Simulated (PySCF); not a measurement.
# Mg²⁺ (magnesium, charge +2) across methods

[Ne], closed-shell 1S. Computed with PySCF 2.14 in aug-cc-pVQZ with one added diffuse shell each of s, p, d, f, g type (8s7p5d4f3g, 109 functions), with the non-relativistic Hamiltonian (point nucleus).

```csv
method,E (hartree),mean ε 1s (eV),mean ε 2s (eV),mean ε 2p (eV),Σ⟨r²⟩ (bohr²),⟨S²⟩
r2SCAN,-199.2181,-1287.9,-102.84,-68.266,4.760,0.000
BP86,-199.2456,-1280.1,-100.03,-67.133,4.789,0.000
wB97X,-199.2473,-1295.3,-107.38,-73.066,4.755,0.000
LDA,-198.2828,-1272.7,-99.403,-67.171,4.818,0.000
PBE,-199.1065,-1279.3,-99.959,-67.073,4.806,0.000
UHF,-198.83038,-1354.4,-122.03,-81.842,4.720,0.000
PBE0,-199.1308,-1298.1,-105.78,-71.048,4.776,0.000
PBEsol,-198.6778,-1275.9,-99.596,-66.891,4.809,0.000
```
